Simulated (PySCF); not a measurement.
System: CH₅Si, charge 1, multiplicity 1. SMILES of the parent species: C[SiH2]
Structure (B3LYP-D3(BJ)/def2-TZVP (Ansatz) minimum search):
```xyz
7

C     -1.1612    -0.1833    -0.0234
Si     0.6290     0.0975     0.0012
H     -1.6856     0.5642    -0.6217
H     -1.4132    -1.1965    -0.3423
H     -1.5127    -0.0726     1.0166
H      1.1970     1.4431    -0.1584
H      1.5753    -1.0030     0.2299
```
Charge +1, spin multiplicity 1.

Dispersion corrections to the total energy (kcal/mol) from the dftd3 and dftd4 libraries through PySCF: D3(BJ) without and D4 with the three-body term, each with the damping fitted for the functional named.

```tsv
functional	D3(BJ)	D4
BHLYP	?	-1.92
PW6B95	-1.18	?
HF	-22.70	-6.23
PBE	?	-1.58
revPBE	-6.19	-5.30
r2SCAN	-0.61	-0.35
BLYP	-5.20	-3.60
```

What belongs in the gaps?


- BHLYP, D3(BJ): -3.39
- PW6B95, D4: -1.48
- PBE, D3(BJ): -2.38
